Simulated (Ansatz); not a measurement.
Ansatz (an electronic-structure program) input (B3LYP-D3(BJ)/def2-TZVP):

Ansatz 0.2 input:
```yaml
crystal:
  periodic: [false, false, false]
  atoms:
    - {symbol: C, position_ang: [-2.30216103, -0.14361102, -0.01517461]}
    - {symbol: C, position_ang: [-0.81955221, -0.21059360, 0.14467125]}
    - {symbol: C, position_ang: [-0.04262457, -0.98401896, 0.92325785]}
    - {symbol: C, position_ang: [1.35786221, -0.82421183, 0.86431402]}
    - {symbol: C, position_ang: [1.66925917, 0.15436180, -0.03626931]}
    - {symbol: S, position_ang: [0.26024611, 0.83179191, -0.76578990]}
    - {symbol: H, position_ang: [-2.68972312, 0.84420241, 0.24237733]}
    - {symbol: H, position_ang: [-2.77143781, -0.87445481, 0.64196590]}
    - {symbol: H, position_ang: [-2.60594004, -0.36330563, -1.04073074]}
    - {symbol: H, position_ang: [2.08039212, -1.38367695, 1.43799478]}
    - {symbol: H, position_ang: [2.64606964, 0.51700598, -0.31376392]}
basis:
  gaussian:
    orbitals: def2-TZVP
hamiltonian:
  xc: b3lyp
  dispersion: d3bj
magnetization: {spin_polarized: true, initial_magnetization: 1}
phonons: {temperatures: {t_min: 298.15, t_max: 298.15, t_step: 100}}
```

Output:

```
Functional definition: B3LYP
integrals: 0.16 GiB planned
1391 factors; their error is unknown
mean field: 1.89 GiB planned
mean field evaluation 1: about -16085.2313 eV, gradient 5.8e1 eV
mean field evaluation 2: about -16044.4849 eV, gradient 1.0e2 eV
mean field evaluation 4: about -16100.8565 eV, gradient 1.5e1 eV
mean field evaluation 8: about -16101.9985 eV, gradient 2.5e-1 eV
mean field evaluation 16: about -16102.0048 eV, gradient 3.8e-3 eV
mean field -16102.00481468 eV, -591.7377626085 hartree, gradient 4.1e-5 eV, S^2 0.757476; 0 other end points of the search recorded, 0 dependent functions left out
the calculation of the forces begins
reference -16102.00508185 eV, -591.7377724271 hartree; 26, 25 occupied and 196, 197 virtual orbitals, 1391 factors
these checks for a lower state are left out or cut short: stability, starts, cluster_reference, orbital_swaps, neighbouring_geometries, increment
integrals: 0.16 GiB planned
1391 factors; their error is unknown
mean field: 1.89 GiB planned
mean field evaluation 32: about -16102.0046 eV, gradient 3.1e-6 eV
mean field -16102.00463970 eV, -591.7377561784 hartree, gradient 3.1e-6 eV, S^2 0.757476; 0 other end points of the search recorded, 0 dependent functions left out
the calculation of the forces begins
reference -16102.00490683 eV, -591.7377659950 hartree; 26, 25 occupied and 196, 197 virtual orbitals, 1391 factors
these checks for a lower state are left out or cut short: stability, starts, cluster_reference, orbital_swaps, neighbouring_geometries, increment
integrals: 0.16 GiB planned
1391 factors; their error is unknown
mean field: 1.89 GiB planned
mean field -16102.00464457 eV, -591.7377563573 hartree, gradient 3.2e-6 eV, S^2 0.757475; 0 other end points of the search recorded, 0 dependent functions left out
the calculation of the forces begins
reference -16102.00491181 eV, -591.7377661780 hartree; 26, 25 occupied and 196, 197 virtual orbitals, 1391 factors
these checks for a lower state are left out or cut short: stability, starts, cluster_reference, orbital_swaps, neighbouring_geometries, increment
integrals: 0.16 GiB planned
1391 factors; their error is unknown
mean field: 1.89 GiB planned
mean field -16102.00461829 eV, -591.7377553914 hartree, gradient 2.5e-6 eV, S^2 0.757477; 0 other end points of the search recorded, 0 dependent functions left out
the calculation of the forces begins
reference -16102.00488553 eV, -591.7377652123 hartree; 26, 25 occupied and 196, 197 virtual orbitals, 1391 factors
these checks for a lower state are left out or cut short: stability, starts, cluster_reference, orbital_swaps, neighbouring_geometries, increment
integrals: 0.16 GiB planned
1391 factors; their error is unknown
mean field: 1.89 GiB planned
mean field -16102.00470287 eV, -591.7377584995 hartree, gradient 2.4e-6 eV, S^2 0.757474; 0 other end points of the search recorded, 0 dependent functions left out
the calculation of the forces begins
reference -16102.00496999 eV, -591.7377683160 hartree; 26, 25 occupied and 196, 197 virtual orbitals, 1391 factors
these checks for a lower state are left out or cut short: stability, starts, cluster_reference, orbital_swaps, neighbouring_geometries, increment
integrals: 0.16 GiB planned
1391 factors; their error is unknown
mean field: 1.89 GiB planned
mean field -16102.00466964 eV, -591.7377572784 hartree, gradient 1.9e-6 eV, S^2 0.757493; 0 other end points of the search recorded, 0 dependent functions left out
the calculation of the forces begins
reference -16102.00493683 eV, -591.7377670974 hartree; 26, 25 occupied and 196, 197 virtual orbitals, 1391 factors
these checks for a lower state are left out or cut short: stability, starts, cluster_reference, orbital_swaps, neighbouring_geometries, increment
integrals: 0.16 GiB planned
[...]
1391 factors; their error is unknown
mean field: 1.89 GiB planned
mean field -16102.00480073 eV, -591.7377620958 hartree, gradient 3.2e-6 eV, S^2 0.757475; 0 other end points of the search recorded, 0 dependent functions left out
the calculation of the forces begins
reference -16102.00506791 eV, -591.7377719147 hartree; 26, 25 occupied and 196, 197 virtual orbitals, 1391 factors
these checks for a lower state are left out or cut short: stability, starts, cluster_reference, orbital_swaps, neighbouring_geometries, increment
integrals: 0.16 GiB planned
1391 factors; their error is unknown
mean field: 1.89 GiB planned
mean field -16102.00479123 eV, -591.7377617470 hartree, gradient 3.2e-6 eV, S^2 0.757476; 0 other end points of the search recorded, 0 dependent functions left out
the calculation of the forces begins
reference -16102.00505841 eV, -591.7377715654 hartree; 26, 25 occupied and 196, 197 virtual orbitals, 1391 factors
these checks for a lower state are left out or cut short: stability, starts, cluster_reference, orbital_swaps, neighbouring_geometries, increment
integrals: 0.16 GiB planned
1391 factors; their error is unknown
mean field: 1.89 GiB planned
mean field -16102.00471535 eV, -591.7377589583 hartree, gradient 3.1e-6 eV, S^2 0.757476; 0 other end points of the search recorded, 0 dependent functions left out
the calculation of the forces begins
reference -16102.00498250 eV, -591.7377687759 hartree; 26, 25 occupied and 196, 197 virtual orbitals, 1391 factors
these checks for a lower state are left out or cut short: stability, starts, cluster_reference, orbital_swaps, neighbouring_geometries, increment
integrals: 0.16 GiB planned
1391 factors; their error is unknown
mean field: 1.89 GiB planned
mean field evaluation 256: about -16101.9989 eV, gradient 3.2e-4 eV
mean field -16102.00473862 eV, -591.7377598134 hartree, gradient 3.2e-6 eV, S^2 0.757475; 0 other end points of the search recorded, 0 dependent functions left out
the calculation of the forces begins
reference -16102.00500582 eV, -591.7377696330 hartree; 26, 25 occupied and 196, 197 virtual orbitals, 1391 factors
these checks for a lower state are left out or cut short: stability, starts, cluster_reference, orbital_swaps, neighbouring_geometries, increment
integrals: 0.16 GiB planned
1391 factors; their error is unknown
mean field: 1.89 GiB planned
mean field -16102.00476740 eV, -591.7377608710 hartree, gradient 3.1e-6 eV, S^2 0.757475; 0 other end points of the search recorded, 0 dependent functions left out
the calculation of the forces begins
reference -16102.00503455 eV, -591.7377706888 hartree; 26, 25 occupied and 196, 197 virtual orbitals, 1391 factors
these checks for a lower state are left out or cut short: stability, starts, cluster_reference, orbital_swaps, neighbouring_geometries, increment
integrals: 0.16 GiB planned
1391 factors; their error is unknown
mean field: 1.89 GiB planned
mean field -16102.00481650 eV, -591.7377626755 hartree, gradient 2.2e-6 eV, S^2 0.757476; 0 other end points of the search recorded, 0 dependent functions left out
the calculation of the forces begins
reference -16102.00508370 eV, -591.7377724950 hartree; 26, 25 occupied and 196, 197 virtual orbitals, 1391 factors
these checks for a lower state are left out or cut short: stability, starts, cluster_reference, orbital_swaps, neighbouring_geometries, increment
integrals: 0.16 GiB planned
1391 factors; their error is unknown
mean field: 1.89 GiB planned
mean field -16102.00471890 eV, -591.7377590888 hartree, gradient 3.1e-6 eV, S^2 0.757476; 0 other end points of the search recorded, 0 dependent functions left out
the calculation of the forces begins
reference -16102.00498604 eV, -591.7377689060 hartree; 26, 25 occupied and 196, 197 virtual orbitals, 1391 factors
these checks for a lower state are left out or cut short: stability, starts, cluster_reference, orbital_swaps, neighbouring_geometries, increment
integrals: 0.16 GiB planned
1391 factors; their error is unknown
mean field: 1.89 GiB planned
mean field evaluation 288: about -16102.0048 eV, gradient 3.1e-4 eV
mean field -16102.00477438 eV, -591.7377611278 hartree, gradient 3.2e-6 eV, S^2 0.757475; 0 other end points of the search recorded, 0 dependent functions left out
the calculation of the forces begins
reference -16102.00504161 eV, -591.7377709480 hartree; 26, 25 occupied and 196, 197 virtual orbitals, 1391 factors
these checks for a lower state are left out or cut short: stability, starts, cluster_reference, orbital_swaps, neighbouring_geometries, increment
integrals: 0.16 GiB planned
1391 factors; their error is unknown
mean field: 1.89 GiB planned
mean field -16102.00479685 eV, -591.7377619536 hartree, gradient 2.2e-6 eV, S^2 0.757476; 0 other end points of the search recorded, 0 dependent functions left out
the calculation of the forces begins
reference -16102.00506406 eV, -591.7377717731 hartree; 26, 25 occupied and 196, 197 virtual orbitals, 1391 factors
these checks for a lower state are left out or cut short: stability, starts, cluster_reference, orbital_swaps, neighbouring_geometries, increment
integrals: 0.16 GiB planned
1391 factors; their error is unknown
mean field: 1.89 GiB planned
mean field -16102.00476755 eV, -591.7377608765 hartree, gradient 3.1e-6 eV, S^2 0.757475; 0 other end points of the search recorded, 0 dependent functions left out
the calculation of the forces begins
reference -16102.00503470 eV, -591.7377706943 hartree; 26, 25 occupied and 196, 197 virtual orbitals, 1391 factors
these checks for a lower state are left out or cut short: stability, starts, cluster_reference, orbital_swaps, neighbouring_geometries, increment
integrals: 0.16 GiB planned
1391 factors; their error is unknown
mean field: 1.89 GiB planned
mean field -16102.00479578 eV, -591.7377619140 hartree, gradient 2.2e-6 eV, S^2 0.757476; 0 other end points of the search recorded, 0 dependent functions left out
the calculation of the forces begins
reference -16102.00506297 eV, -591.7377717333 hartree; 26, 25 occupied and 196, 197 virtual orbitals, 1391 factors
these checks for a lower state are left out or cut short: stability, starts, cluster_reference, orbital_swaps, neighbouring_geometries, increment
integrals: 0.16 GiB planned
1391 factors; their error is unknown
mean field: 1.89 GiB planned
mean field evaluation 320: about -16102.0048 eV, gradient 2.9e-6 eV
mean field -16102.00476990 eV, -591.7377609630 hartree, gradient 3.1e-6 eV, S^2 0.757475; 0 other end points of the search recorded, 0 dependent functions left out
the calculation of the forces begins
reference -16102.00503706 eV, -591.7377707810 hartree; 26, 25 occupied and 196, 197 virtual orbitals, 1391 factors
these checks for a lower state are left out or cut short: stability, starts, cluster_reference, orbital_swaps, neighbouring_geometries, increment
integrals: 0.16 GiB planned
1391 factors; their error is unknown
mean field: 1.89 GiB planned
mean field -16102.00478619 eV, -591.7377615616 hartree, gradient 2.3e-6 eV, S^2 0.757476; 0 other end points of the search recorded, 0 dependent functions left out
the calculation of the forces begins
reference -16102.00505341 eV, -591.7377713818 hartree; 26, 25 occupied and 196, 197 virtual orbitals, 1391 factors
these checks for a lower state are left out or cut short: stability, starts, cluster_reference, orbital_swaps, neighbouring_geometries, increment
integrals: 0.16 GiB planned
1391 factors; their error is unknown
mean field: 1.89 GiB planned
mean field -16102.00474310 eV, -591.7377599779 hartree, gradient 2.4e-6 eV, S^2 0.757475; 0 other end points of the search recorded, 0 dependent functions left out
the calculation of the forces begins
reference -16102.00501023 eV, -591.7377697951 hartree; 26, 25 occupied and 196, 197 virtual orbitals, 1391 factors
Total energy: -16102.52920228 eV, -591.7570334973 hartree
Atom 0 at    -2.302161    -0.143611    -0.015175 Å, force     0.000413    -0.000041     0.000066 eV/Å
Atom 1 at    -0.819552    -0.210594     0.144671 Å, force    -0.000252     0.000087    -0.000098 eV/Å
Atom 2 at    -0.042625    -0.984019     0.923258 Å, force    -0.000011     0.000083    -0.000078 eV/Å
Atom 3 at     1.357862    -0.824212     0.864314 Å, force    -0.000084    -0.000029     0.000022 eV/Å
Atom 4 at     1.669259     0.154362    -0.036269 Å, force     0.000041     0.000016    -0.000012 eV/Å
Atom 5 at     0.260246     0.831792    -0.765790 Å, force     0.000125    -0.000070     0.000074 eV/Å
Atom 6 at    -2.689723     0.844202     0.242377 Å, force    -0.000099     0.000088     0.000056 eV/Å
Atom 7 at    -2.771438    -0.874455     0.641966 Å, force    -0.000148    -0.000089     0.000074 eV/Å
Atom 8 at    -2.605940    -0.363306    -1.040731 Å, force    -0.000089    -0.000056    -0.000098 eV/Å
Atom 9 at     2.080392    -1.383677     1.437995 Å, force     0.000073    -0.000007     0.000011 eV/Å
Atom 10 at     2.646070     0.517006    -0.313764 Å, force     0.000032     0.000019    -0.000016 eV/Å
Dipole moment:    -0.019500     0.035434    -0.034619 e Å
Vibrations: 78.11 212.73 293.82 472.98 544.03 555.65 641.78 678.98 734.22 846.18 875.23 968.92 1059.36 1096.72 1124.84 1162.75 1354.21 1417.02 1450.55 1481.71 1488.34 1583.59 3035.33 3082.70 3119.30 3221.58 3242.49 cm⁻¹, zero-point energy 2.220751 eV
```

It need not be the lowest isomer of its formula.
